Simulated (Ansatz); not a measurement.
GeH6O3Si, SMILES `O[SiH2][O][GeH2][OH]`, relaxed with RKS PBE-D4/def2-SVP in Ansatz 0.2.0 from a rough embedded geometry. The force threshold is 0.03 eV/Å; the program also tests the step.

The species carries charge 0 and has multiplicity 1.

Start:

```xyz
11

O     1.959   -1.198    1.649
Si    0.695   -0.931    0.611
O     0.903    0.610   -0.142
Ge   -0.595    0.709   -1.243
O    -2.022    0.977   -0.284
H     1.893   -0.468    2.395
H    -0.596   -0.997    1.361
H     0.681   -2.036   -0.387
H    -0.723   -0.464   -2.128
H    -0.354    2.016   -2.148
H    -1.840    1.782    0.316
```

```json
{"step": "1", "energy (eV)": "-70603.5954", "largest force (eV/Å)": "3.063", "largest move (Å)": "0.000"}
{"step": "2", "energy (eV)": "-70604.0883", "largest force (eV/Å)": "1.081", "largest move (Å)": "0.138"}
{"step": "3", "energy (eV)": "-70604.2076", "largest force (eV/Å)": "0.635", "largest move (Å)": "0.145"}
{"step": "4", "energy (eV)": "-70604.2569", "largest force (eV/Å)": "0.440", "largest move (Å)": "0.200"}
{"step": "5", "energy (eV)": "-70604.2712", "largest force (eV/Å)": "0.329", "largest move (Å)": "0.084"}
{"step": "6", "energy (eV)": "-70604.2780", "largest force (eV/Å)": "0.310", "largest move (Å)": "0.200"}
{"step": "7", "energy (eV)": "-70604.2841", "largest force (eV/Å)": "0.081", "largest move (Å)": "0.056"}
{"step": "8", "energy (eV)": "-70604.2857", "largest force (eV/Å)": "0.142", "largest move (Å)": "0.107"}
{"step": "9", "energy (eV)": "-70604.2886", "largest force (eV/Å)": "0.202", "largest move (Å)": "0.128"}
{"step": "10", "energy (eV)": "-70604.2905", "largest force (eV/Å)": "0.248", "largest move (Å)": "0.100"}
{"step": "11", "energy (eV)": "-70604.3001", "largest force (eV/Å)": "0.078", "largest move (Å)": "0.147"}
{"step": "12", "energy (eV)": "-70604.3004", "largest force (eV/Å)": "0.340", "largest move (Å)": "0.157"}
{"step": "13", "energy (eV)": "-70604.3075", "largest force (eV/Å)": "0.143", "largest move (Å)": "0.027"}
{"step": "14", "energy (eV)": "-70604.3113", "largest force (eV/Å)": "0.060", "largest move (Å)": "0.081"}
{"step": "15", "energy (eV)": "-70604.3142", "largest force (eV/Å)": "0.107", "largest move (Å)": "0.093"}
{"step": "16", "energy (eV)": "-70604.3155", "largest force (eV/Å)": "0.213", "largest move (Å)": "0.134"}
{"step": "17", "energy (eV)": "-70604.3181", "largest force (eV/Å)": "0.095", "largest move (Å)": "0.018"}
{"step": "18", "energy (eV)": "-70604.3198", "largest force (eV/Å)": "0.010", "largest move (Å)": "0.038"}
{"step": "19", "energy (eV)": "-70604.3211", "largest force (eV/Å)": "0.049", "largest move (Å)": "0.081"}
{"step": "20", "energy (eV)": "-70604.3214", "largest force (eV/Å)": "0.110", "largest move (Å)": "0.101"}
{"step": "21", "energy (eV)": "-70604.3221", "largest force (eV/Å)": "0.062", "largest move (Å)": "0.004"}
{"step": "22", "energy (eV)": "-70604.3224", "largest force (eV/Å)": "0.009", "largest move (Å)": "0.015"}
{"step": "23", "energy (eV)": "-70604.3225", "largest force (eV/Å)": "0.009", "largest move (Å)": "0.037"}
{"step": "24 (rejected)", "energy (eV)": "-70604.3225", "largest force (eV/Å)": "0.053", "largest move (Å)": "0.081"}
{"step": "25", "energy (eV)": "-70604.3227", "largest force (eV/Å)": "0.011", "largest move (Å)": "0.039"}
```

End:

```xyz
11

O     2.138   -1.310    0.868
Si    0.494   -1.036    1.056
O     0.035    0.469    0.479
Ge   -0.470    0.987   -1.170
O    -2.257    0.905   -1.270
H     2.713   -0.745    1.413
H     0.105   -1.053    2.508
H    -0.153   -2.139    0.274
H     0.015   -0.016   -2.240
H     0.049    2.441   -1.304
H    -2.671    1.499   -0.615
```

It took 46 s on 2 threads of an AMD EPYC 7R13 on a shared host, with 0.21 GiB of host memory at the peak.
